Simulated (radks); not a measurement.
Task: The bismuth ion Bi4+, configuration [Xe] 4f14 5d10 6s0.75 5f0.25 (fractional occupations, a model configuration). Method: Dirac Kohn-Sham, PBEsol, spin-unpolarised, spherical densities, point nucleus; open shells fill j = l - 1/2 first; computed with a radial shooting solver on a logarithmic mesh with Libxc functionals. Some entries of the table are withheld. Estimate them.

| orbital | occ. | eigenvalue (hartree) | <r> (bohr) | <1/r> (bohr^-1) |
|---|---|---|---|---|
| 1s1/2 | 2 | -3327.077 | 0.01579 | 103.4 |
| 2s1/2 | 2 | -598.5181 | 0.06577 | 25.61 |
| 2p1/2 | 2 | -575.0721 | 0.05389 | 25.54 |
| 2p3/2 | 4 | -489.8503 | 0.06294 | 20.24 |
| 3s1/2 | 2 | -145.6192 | 0.1710 | 9.382 |
| 3p1/2 | 2 | -135.0374 | 0.1616 | 9.288 |
| 3p3/2 | 4 | -115.9574 | 0.1780 | 7.901 |
| 3d3/2 | 4 | -98.63867 | 0.1545 | (1) |
| 3d5/2 | 6 | -94.59350 | 0.1595 | (2) |
| 4s1/2 | 2 | -34.59711 | 0.3769 | 3.990 |
| 4p1/2 | 2 | -29.99979 | 0.3778 | 3.879 |
| 4p3/2 | 4 | -25.29365 | 0.4126 | 3.398 |
| 4d3/2 | 4 | (3) | 0.4161 | 3.204 |
| 4d5/2 | 6 | (4) | 0.4272 | 3.096 |
| 5s1/2 | 2 | -7.31582 | 0.8309 | 1.672 |
| 4f5/2 | 6 | -7.24636 | 0.4379 | 2.767 |
| 4f7/2 | 8 | -7.04445 | 0.4441 | 2.726 |
| 5p1/2 | 2 | -5.71968 | 0.8839 | 1.551 |
| 5p3/2 | 4 | -4.80760 | 0.9722 | 1.375 |
| 5d3/2 | 4 | -2.56989 | 1.183 | 1.109 |
| 5d5/2 | 6 | -2.45503 | 1.220 | 1.070 |
| 6s1/2 | 0.75 | -1.88804 | 1.943 | 0.6676 |
| 5f5/2 | 0.25 | -0.72693 | 2.739 | 0.4580 |
| 5f7/2 | 0 | -0.72345 | 2.765 | 0.4527 |

Result: 
(1) 3d3/2 <1/r> (bohr^-1): 7.802
(2) 3d5/2 <1/r> (bohr^-1): 7.496
(3) 4d3/2 eigenvalue (hartree): -17.82306
(4) 4d5/2 eigenvalue (hartree): -16.94478
